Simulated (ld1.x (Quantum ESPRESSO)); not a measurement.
## Before and after: TM semilocal potential for I

- Element: I (Z = 53)
- Generator: ld1.x (Quantum ESPRESSO) 7.5
- Type: norm-conserving Troullier–Martins (semilocal form)
- Functional: LDA (PZ)
- Relativity: scalar-relativistic
- Frozen core: [Kr] 4d10
- Valence charge: 7
- Reference configuration: 5s1 5p6
- Partial waves: 5s (bound): rc 1.35 bohr; 5p (bound): rc 2.20 bohr
- Local potential: the p channel
- Core correction: Bessel-smoothed model core, default radius (core density twice the valence density)

Change: core [Kr], valence charge 17; reference 4d10 5s2 5p5; waves now 5p (bound): rc 2.10 bohr; 4d (bound): rc 1.45 bohr; 5s (bound): rc 1.35 bohr; local potential the s channel; core correction none.

Cutoffs: the cutoffs (Ry, on a coarse ladder) from which the occupation-weighted sum of valence levels, in a spherical-Bessel basis at the reference potential, stays within 10 and 1 mRy of its value at 400 Ry; they do not see the model core or the augmentation charge, which bear on the density cutoff. Errors are all-electron minus pseudo energies relative to the spin-unpolarised reference configuration.

**Question.** What does the change do?

**Answer.** The potential gets harder (45 Ry and 140 Ry → 110 Ry and 200 Ry); neither file shows a bound ghost. The added semicore shells are compact, so their waves need more plane waves. In the semilocal form every listed channel keeps its own potential, so the choice of the local channel does not act on these tests. It acts once the file is put into the separable form. A semilocal file is local in each channel, so a ghost entry of none says nothing of the separable form that plane-wave codes build from it. Several settings change at once here, so the effects cannot be laid on one of them.

```tsv
quantity	base	changed
cutoff, loose	45 Ry	110 Ry
cutoff, tight	140 Ry	200 Ry
bound ghosts	none	none
largest error over its own tests, meV	-73	+91
```
